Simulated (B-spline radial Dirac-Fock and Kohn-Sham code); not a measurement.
**Elastic and transport cross sections of zirconium for electrons**

Method: relativistic (Dirac) partial waves in the static field of the Dirac-Fock atom with Furness-McCarthy exchange, without polarisation or absorption potentials. Computed with a B-spline atomic structure program. Below a few hundred eV the neglected polarisation potential matters, most of all at small angles. σ_tr1 and σ_tr2 weight the cross section with 1 − P₁ and 1 − P₂ of cos θ; "backward" is the share scattered beyond 90°.

```csv
energy (eV),σ (a₀²),σ_tr1 (a₀²),σ_tr2 (a₀²),σ/σ_tr1,backward (%)
50,59.0,16.8,25.9,3.52,10
52.3,58.0,15.9,24.8,3.65,9.2
61.6,53.9,13.1,21.3,4.10,6.5
66.9,?,?,?,?,?
71.5,49.7,11.3,18.7,4.38,5.0
76.4,47.8,10.7,17.7,4.46,4.6
82.7,45.6,10.1,16.7,4.51,4.5
82.9,45.5,10.1,16.6,4.51,4.5
88.5,43.7,9.67,15.8,4.52,4.6
100,40.4,9.05,14.4,4.46,5.2
137,32.9,7.94,11.2,4.15,8.3
156,30.2,7.54,10.0,4.01,9.7
161,29.6,7.44,9.74,3.98,10
180,27.6,7.09,8.77,3.89,11
185,27.1,7.00,8.54,3.88,11
200,25.8,6.73,7.91,3.83,12
291,20.6,5.37,5.34,3.83,13
300,20.2,5.26,5.17,3.85,13
426,16.7,3.97,3.56,4.20,11
463,15.9,3.68,3.27,4.33,10
```

**Question.** Fill in the row for 66.9 eV.

**Answer.** σ = 51.6 a₀², σ_tr1 = 12.1 a₀², σ_tr2 = 19.8 a₀², σ/σ_tr1 = 4.27, backward 5.5 %. The ratio σ/σ_tr1 is roughly the number of elastic collisions that randomise the direction.
